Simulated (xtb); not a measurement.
C$_{5}$H$_{7}$FO$_{3}$, singlet, geometry from GFN2-xTB; GFN2-xTB (xtb).

xtb was given this input:
```
$ xtb mol.xyz --gfn 2 --acc 30 --json

# file mol.xyz
16

C      2.15573175    -1.28139252     0.15319051
C      1.88249419    -0.05214001     0.56265108
F      2.80713338     0.67781153     1.20854290
C      0.58121896     0.66182709     0.39996774
O      0.32309313     1.72967712     0.88697556
O     -0.25879003    -0.04343278    -0.36276187
C     -1.55289247     0.52624254    -0.54928930
C     -2.38958239    -0.43327945    -1.38303749
O     -2.82045466    -1.48569687    -0.55395323
H      3.12143483    -1.72351365     0.32517004
H      1.40635785    -1.85668018    -0.35557155
H     -1.45184089     1.49413494    -1.05114403
H     -2.02423289     0.67871011     0.42662084
H     -1.77736006    -0.80935513    -2.21323218
H     -3.24895019     0.11676957    -1.79191564
H     -3.30221676    -2.13229494    -1.07979227
```

Problem. Write the output that xtb gives for this input, abridged.

Solution. 
```
   ID    Z sym.   atoms
    1    6 C      1, 2, 4, 7, 8
    2    9 F      3
    3    8 O      5, 6, 9
    4    1 H      10-16

           -------------------------------------------------
          |                Calculation Setup                |
           -------------------------------------------------

           -------------------------------------------------
          |                 G F N 2 - x T B                 |
           -------------------------------------------------

          ...................................................
          :                      SETUP                      :
          :.................................................:
          :  # basis functions                  43          :
          :  # atomic orbitals                  43          :
          :  # shells                           25          :
          :  # electrons                        52          :
          :  max. iterations                   250          :
          :  Hamiltonian                  GFN2-xTB          :
          :  restarted?                      false          :
          :  GBSA solvation                  false          :
          :  PC potential                    false          :
          :  electronic temp.          300.0000000     K    :
          :  accuracy                   30.0000000          :
          :  -> integral cutoff          0.2000000E+02      :
          :  -> integral neglect         0.3000000E-06      :
          :  -> SCF convergence          0.3000000E-04 Eh   :
          :  -> wf. convergence          0.3000000E-02 e    :
          :  Broyden damping             0.4000000          :
          :  net charge                          0          :
          :  unpaired electrons                  0          :
          ...................................................

 iter      E             dE          RMSdq      gap      omega  full diag
   1    -31.3915188 -0.313915E+02  0.499E+00    4.19       0.0  T
   2    -31.4329827 -0.414639E-01  0.282E+00    3.68       1.0  T
   3    -31.4238862  0.909646E-02  0.150E+00    3.74       1.0  T
   4    -31.4380294 -0.141431E-01  0.640E-01    3.79       1.0  T
   5    -31.4415001 -0.347074E-02  0.118E-01    3.72       1.0  T
   6    -31.4415515 -0.513807E-04  0.593E-02    3.75       1.0  T
   7    -31.4415581 -0.666816E-05  0.181E-02    3.75       1.4  T
   8    -31.4415585 -0.350987E-06  0.507E-03    3.75       4.9  T

[...]
         :: total energy             -31.164741427144 Eh    ::
[...]

 Mol. C6AA /au·bohr⁶  :       2514.302679
 Mol. C8AA /au·bohr⁸  :      55462.320397
 Mol. α(0) /au        :         74.508452

Wiberg/Mayer (AO) data.
largest (>0.10) Wiberg bond orders for each atom

 ---------------------------------------------------------------------------
     #   Z sym  total        # sym  WBO       # sym  WBO       # sym  WBO
 ---------------------------------------------------------------------------
     1   6 C    3.982 --     2 C    1.850    11 H    0.969    10 H    0.968
     2   6 C    3.895 --     1 C    1.850     3 F    0.982     4 C    0.976
     3   9 F    1.127 --     2 C    0.982
     4   6 C    3.931 --     5 O    1.752     6 O    1.128     2 C    0.976
     5   8 O    2.066 --     4 C    1.752     6 O    0.181
     6   8 O    2.314 --     4 C    1.128     7 C    0.941     5 O    0.181
     7   6 C    3.926 --     8 C    1.004    12 H    0.966    13 H    0.963
                             6 O    0.941
     8   6 C    3.963 --     9 O    1.005     7 C    1.004    14 H    0.968
                            15 H    0.967
     9   8 O    1.958 --     8 C    1.005    16 H    0.899
    10   1 H    0.992 --     1 C    0.968
    11   1 H    0.992 --     1 C    0.969
    12   1 H    0.996 --     7 C    0.966
    13   1 H    0.993 --     7 C    0.963
    14   1 H    0.998 --     8 C    0.968
    15   1 H    0.998 --     8 C    0.967
    16   1 H    0.913 --     9 O    0.899
 ---------------------------------------------------------------------------

Topologies differ in total number of bonds
Writing topology from bond orders to xtbtopo.mol

molecular dipole:
                 x           y           z       tot (Debye)
 q only:       -0.811      -1.169      -1.300
   full:       -0.907      -1.286      -1.577       5.663
molecular quadrupole (traceless):
                xx          xy          yy          xz          yz          zz
 q only:        3.381      -4.297      -2.528       3.092      -1.437      -0.853
  q+dip:        3.379      -5.395      -3.130       3.774      -1.282      -0.248
   full:        3.212      -4.411      -3.641       3.688      -2.126       0.429

           -------------------------------------------------
          | TOTAL ENERGY              -31.164741427144 Eh   |
          | GRADIENT NORM               0.000061160858 Eh/α |
          | HOMO-LUMO GAP               3.749201320930 eV   |
           -------------------------------------------------

normal termination of xtb
```
